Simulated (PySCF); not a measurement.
C2H9FSi2, SMILES CC[SiH2][SiH2]F. Atoms are numbered in the order given.

```xyz
14

C     -3.0742    -0.1477     0.1311
C     -1.6240    -0.5660    -0.0927
Si    -0.3902     0.8664    -0.0985
Si     1.7891     0.0392    -0.3328
F      2.0125    -1.0910     0.8297
H     -3.4238     0.5398    -0.6553
H     -3.2014     0.3679     1.0959
H     -3.7497    -1.0177     0.1316
H     -1.2934    -1.2732     0.6877
H     -1.5160    -1.1050    -1.0499
H     -0.4854     1.6438     1.1787
H     -0.6661     1.8114    -1.2299
H      2.8404     1.0866    -0.1645
H      1.9875    -0.6307    -1.6544
```
Charge 0, spin multiplicity 1.

Geometry optimised at PBE0-D3(BJ)/def2-SVP. The structure was generated by enumeration, and PubChem lists no compound with its InChIKey, so it may never have been made. Other conformers were not sampled.

These are SMD-B3LYP/def2-SVP (PySCF) values and carry that method's errors.

Solvation free energies are E(SMD) − E(gas) at the gas-phase geometry, for 1 M in both phases. In vacuum the dipole moment is 1.48 D.

Estimate the solvation free energies in water, ethanol, dichloromethane. (The exact figures need the calculation; the answer reports its results.)


```json
[
 {"solvent": "water", "ΔG(solv) (kcal/mol)": "2.2", "its non-electrostatic (CDS) part": "4.5", "dipole (D)": "1.78"},
 {"solvent": "ethanol", "ΔG(solv) (kcal/mol)": "-2.6", "its non-electrostatic (CDS) part": "-0.4", "dipole (D)": "1.77"},
 {"solvent": "dichloromethane", "ΔG(solv) (kcal/mol)": "-2.9", "its non-electrostatic (CDS) part": "-0.9", "dipole (D)": "1.74"}
]
```
